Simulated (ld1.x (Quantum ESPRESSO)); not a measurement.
Values are calculated unless marked as measured or tabulated.
**Potentials for Ag (Z = 47) compared**

Generated with ld1.x 7.5 (TM, RRKJ, ultrasoft, PAW), atompaw 4.2 or ONCVPSP 4.0.1. The cutoff is in Ry: for ld1.x and atompaw files where the sum of valence levels is converged to 10 mRy in a Bessel basis, for ONCV files where the hardest occupied wave has 1 mHa per electron of residual kinetic energy. The error is the largest all-electron minus pseudo excitation energy over each file’s own four to seven test configurations (ionisations up to +4, promotions, holes and added fractions of an electron), all of which were solved. The labels leave out finer settings (local radius, basis sizes, second energies), which also bear on the numbers. Spin-polarised tests are not counted. The rows are a selection from randomly drawn settings: files with unsolved tests, undetermined cutoffs or missed reference levels are left out.

A true bound ghost makes a file unfit for plane-wave use even where its test errors are small: the radial tests pick states by their node count and pass the ghost by.

```tsv
potential	cutoff (Ry)	largest error (meV)	bound ghosts
PAW, LDA (PZ), scalar-relativistic, rc 1.55/1.45/1.45/1.45 (spdf), local smoothed, core correction yes, reference 4s2 4p6 4d9.5 5s0 5p0	60	-40	none
PAW, BP86, scalar-relativistic, rc 1.25/1.45/2.00 (spd), local smoothed, core correction yes, reference 4s2 4p6 4d9 5s0 5p0	45	-44	none
TM, LDA (PZ), scalar-relativistic, rc 2.60/1.20/1.85 (spd), local smoothed, core correction no, reference 4p6 4d10 5s0.75 5p0	100	-21	s
TM semilocal, PBEsol, scalar-relativistic, rc 1.75/3.90/1.60 (spd), local s, core correction yes, reference 4d10 5s1 5p0	70	-306	none
```

(1) Fill in the row for Ag: TM, PBE, scalar-relativistic, rc 0.85/0.90/1.25 (spd), local s, core correction yes, reference 4s2 4p6 4d9 5s0 5p0.

## Answers

(1) cutoff 180 Ry, largest error +139 meV, bound ghosts: none.
